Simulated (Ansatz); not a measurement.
```yaml
crystal:
  periodic: [false, false, false]
  atoms:
    - {symbol: Cl, position_ang: [-5.086538, 2.981246, -0.696011]}
    - {symbol: Si, position_ang: [-1.419048, 0.823163, -2.284286]}
    - {symbol: Sn, position_ang: [1.699124, -0.989832, 2.050746]}
    - {symbol: H, position_ang: [-2.459008, -1.651752, -4.143958]}
    - {symbol: H, position_ang: [0.227728, 2.927805, -4.161459]}
    - {symbol: H, position_ang: [-0.312505, -3.325141, 4.188898]}
    - {symbol: H, position_ang: [4.733296, -2.813933, 0.790891]}
    - {symbol: H, position_ang: [2.819571, 1.922823, 4.132418]}
basis:
  gaussian: {orbitals: def2-mTZVPP}
hamiltonian: {xc: {name: r2SCANh}, pseudopotentials: {relativity: scalar}}
scf: {lower_state_search: off}
output: {forces: true}
```

```sh
$ ansatz run in.yaml --threads 2 --pin off --events-out ev --progress --plain --max-ram 4352MiB
```

It prints (some lines left out):

```
Functional definition: r2SCANh
1154 factors; integrals over basis functions are off by at most 2.8e-4 eV
mean field evaluation 1: about -26323.9231 eV, gradient 3.9e1 eV
mean field evaluation 2: about -26029.6575 eV, gradient 1.5e2 eV
mean field evaluation 4: about -26246.1492 eV, gradient 8.6e1 eV
mean field evaluation 8: about -26337.9014 eV, gradient 4.7e0 eV
mean field evaluation 16: about -26338.2110 eV, gradient 3.5e-1 eV
mean field -26338.22004700 eV, -967.9117340407 hartree, gradient 8.2e-6 eV, S^2 0.000000; 0 other end points of the search recorded, 0 dependent functions left out
reference -26338.22006631 eV, -967.9117347502 hartree; 29, 29 occupied and 86, 86 virtual orbitals, 1154 factors
Total energy: -26338.22006631 eV, -967.9117347502 hartree
Relativity: scalar
Atom 0 at    -5.086538     2.981246    -0.696011 Å, force     0.346243    -0.203697    -0.136264 eV/Å
Atom 1 at    -1.419048     0.823163    -2.284286 Å, force    -0.030317     0.012413    -1.411879 eV/Å
Atom 2 at     1.699124    -0.989832     2.050746 Å, force     0.525428    -0.305348     0.781545 eV/Å
Atom 3 at    -2.459008    -1.651752    -4.143958 Å, force     0.446688     1.083937     0.776052 eV/Å
Atom 4 at     0.227728     2.927805    -4.161459 Å, force    -0.725635    -0.914314     0.783676 eV/Å
Atom 5 at    -0.312505    -3.325141     4.188898 Å, force     0.489077     0.585299    -0.548131 eV/Å
Atom 6 at     4.733296    -2.813933     0.790891 Å, force    -0.763339     0.458620     0.289199 eV/Å
Atom 7 at     2.819571     1.922823     4.132418 Å, force    -0.288145    -0.716911    -0.534200 eV/Å
Dipole moment:     1.815057    -1.064024     0.274910 e Å
Checks for a lower state left out: stability, starts, cluster_reference, orbital_swaps, neighbouring_geometries, increment
```

Task: What is wrong with this run?

Result: The geometry is stretched to more than twice its size. Self-consistency was reached. The result belongs to that input, not to the molecule as meant.
